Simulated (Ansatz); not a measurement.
Consider the cleavage of the Si–Si bond: `N[Si@H](Cl)[Si@@H](N)F` + `N[SiH2]N` → `N[SiH2]N[SiH](N)Cl` + `N[SiH2]F`.

Gas-phase electronic energies from Ansatz, PBE0-D4/def2-TZVP geometries. CCSD(T)/CBS is the MP2 limit (def2-TZVPP, def2-QZVPP) plus CCSD(T) − MP2 in def2-TZVPP, frozen cores. This one scheme is used for every species. DFT in def2-TZVPP. B3LYP here is the variant with VWN-RPA as its local correlation; programs differ in this. Each species was taken in one conformer, which may not be the lowest.

```
             level  ΔE (kcal/mol)  difference from CCSD(T)/CBS
           PBE0-D4          -19.6                          3.3
           ωB97M-V          -23.5                         -0.6
            B2PLYP          -22.8                          0.1
               PBE          -16.9                          6.0
              PBE0          -19.1                          3.8
             B3LYP          -20.8                          2.1
    MP2/def2-TZVPP          -25.3                         -2.4
SCS-MP2/def2-TZVPP          -25.1                         -2.2
     HF/def2-QZVPP          -25.5                         -2.6
     MP2/CBS(def2)          -24.5                         -1.6
       CCSD(T)/CBS          -22.9                            0
```

Largest T1 diagnostic among the species: 0.011.

From PBE to PBE0 (25 % exact exchange), in def2-TZVPP and without D4, ΔE moves by −2.2 kcal/mol. The D4 term adds −0.9 kcal/mol with B3LYP and −0.5 kcal/mol with PBE0; it sums over pairs of atoms, weighted by their polarisabilities, and B3LYP, whose exchange is more repulsive, gets the larger term.
